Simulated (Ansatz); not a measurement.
Worked example: C3H7N + C2H10Si3 → C3H9NSi + C2H8Si2

Species: C3H7N (N-methylethenamine) `C=CNC`, singlet; C2H10Si3 `C=C[SiH]([SiH3])[SiH3]`, singlet; C3H9NSi `C=CN(C)[SiH3]`, singlet; C2H8Si2 `C=C[SiH2][SiH3]`, singlet. The partners trade H for SiH3: N–H and Si–SiH3 bonds give way to N–SiH3 and Si–H.

Shapes, held fixed at every level: PBE0-D4/def2-TZVP. Flexible molecules stand in one conformer, not always the lowest. Programs: Ansatz 0.2.0. Electronic energies: no zero-point or thermal term.

At CCSD(T)/CBS estimate; 1 Eh = 2625.50 kJ/mol:

```
 species  energy (Eh)
   C3H7N  -173.038719
C2H10Si3  -949.324281
 C3H9NSi  -463.340090
 C2H8Si2  -659.041331
```

**Question.** Work out ΔE of the reaction at this level.

**Answer.** 
1. Products less reactants: (-463.340090) + (-659.041331) − [(-173.038719) + (-949.324281)] = -0.018421 Eh = -48.4 kJ/mol.

Other levels give -57.1 (MP2/def2-TZVPP) to -25.3 kJ/mol (PBE-D4/def2-TZVPP). No measured value is set beside it here. The CBS estimate extrapolates MP2 from def2-TZVPP and def2-QZVPP and adds CCSD(T) − MP2 in the triple-zeta set, cores frozen.
